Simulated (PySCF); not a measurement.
Two species compared at the same levels of theory.

First species: C2H10OSi4.
Bonds: C1–C2 (double), C2–Si3, Si3–O4, Si3–Si5, Si5–Si6, Si6–Si7, Si3–Si7. Hydrogens: H8, H9 on C1; H10 on C2; H11 on O4; H12, H13 on Si5; H14, H15 on Si6; H16, H17 on Si7.

Second species: C6H3Cl3.
Atom-mapped SMILES: `[CH:1]#[C:2][C@@H:3]1[CH:4]=[C:5]1[C:6]([Cl:7])([Cl:8])[Cl:9]` (hydrogens: H10 on C1; H11 on C3; H12 on C4)

Levels: PBE0/def2-SVPD for dipole moment, HOMO energy, LUMO energy, HOMO–LUMO gap, static isotropic polarisability and electronic spatial extent ⟨r²⟩ about the centre of nuclear charge; TDDFT PBE0/def2-SVPD for lowest singlet excitation; TDA PBE0/def2-SVPD for lowest triplet excitation (Tamm–Dancoff); GFN2-xTB for rotational constant A and rotational constant C. Geometries: GFN2-xTB. All species are isolated and taken at one optimised geometry, non-relativistic unless stated. Electronic properties by PySCF.

Dipoles, sizes and rotational constants follow the conformer. The torsions of the flexible species, by atom-mapped SMILES:
- `[CH2:1]=[CH:2][Si:3]1([OH:4])[SiH2:5][SiH2:6][SiH2:7]1`: C1–C2–Si3–O4 178°, H–O4–Si3–C2 45°
- `[CH:1]#[C:2][C@@H:3]1[CH:4]=[C:5]1[C:6]([Cl:7])([Cl:8])[Cl:9]`: C4–C5–C6–Cl7 -125°

Values for the first species:

* Dipole moment: 2.02 D
* HOMO energy: -6.88 eV
* LUMO energy: -1.65 eV
* HOMO–LUMO gap: 5.23 eV
* Lowest singlet excitation: 3.91 eV
* Lowest triplet excitation (Tamm–Dancoff): 3.57 eV
* Static isotropic polarisability: 145.0 au
* Electronic spatial extent ⟨r²⟩ about the centre of nuclear charge: 1719 bohr²
* Rotational constant A: 1.502 GHz
* Rotational constant C: 0.819 GHz

Question: Estimate the same properties for the second species, and the change in each.

Answer: 
```json
{"property": "dipole moment", "first": "2.02 D", "second": "1.73 D", "second less first": "-0.29 D"}
{"property": "HOMO energy", "first": "-6.88 eV", "second": "-7.70 eV", "second less first": "-0.82 eV"}
{"property": "LUMO energy", "first": "-1.65 eV", "second": "-1.69 eV", "second less first": "-0.04 eV"}
{"property": "HOMO–LUMO gap", "first": "5.23 eV", "second": "6.01 eV", "second less first": "+0.78 eV"}
{"property": "lowest singlet excitation", "first": "3.91 eV", "second": "4.81 eV", "second less first": "+0.90 eV"}
{"property": "lowest triplet excitation (Tamm–Dancoff)", "first": "3.57 eV", "second": "3.86 eV", "second less first": "+0.29 eV"}
{"property": "static isotropic polarisability", "first": "145.0 au", "second": "109.7 au", "second less first": "-35.3 au"}
{"property": "electronic spatial extent ⟨r²⟩ about the centre of nuclear charge", "first": "1719 bohr²", "second": "1844 bohr²", "second less first": "+125 bohr²"}
{"property": "rotational constant A", "first": "1.502 GHz", "second": "1.457 GHz", "second less first": "-0.045 GHz"}
{"property": "rotational constant C", "first": "0.819 GHz", "second": "0.665 GHz", "second less first": "-0.154 GHz"}
```

On the first: S1 lies 1.32 eV below the HOMO–LUMO gap; its leading configuration is HOMO→LUMO, weight 0.98. The principal polarisabilities are 126.2, 145.5 and 163.3 au; their mean is the isotropic value.

On the second: The vertical singlet–triplet gap S1 − T1 is 0.95 eV (TDDFT singlet less Tamm–Dancoff triplet; S1: HOMO→LUMO, weight 0.97; T1: HOMO−2→LUMO, weight 0.85). No computed singlet falls in the visible range (750 to 380 nm, 1.65 to 3.26 eV); S1 lies 1.55 eV above its blue end.
